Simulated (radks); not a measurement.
Q: Spin polarisation of the 3p4 shell in Ar2+. Start: [Ne] 3s2 3p(up 2, down 2); electrons of 3p are moved from spin down to spin up, other shells keep equal spins. All-electron calculation, scalar-relativistic Kohn-Sham, r2SCAN, spin-polarised, spherical densities, finite nucleus; meta-GGA in the generalised Kohn-Sham scheme; Fermi nuclear charge, rms radius of each element as measured or else 0.836 A^(1/3) + 0.57 fm. Program: a radial shooting solver on a logarithmic mesh with Libxc functionals. Estimate the energy gained and the exchange splitting at a moment of 2 Bohr magnetons.

A: At moment 2 the spin-polarisation energy is -1.625 eV and the 3p exchange splitting 3.271 eV, that is 1.636 eV per Bohr magneton; E = -I m^2/4 would give I = 1.625 eV.
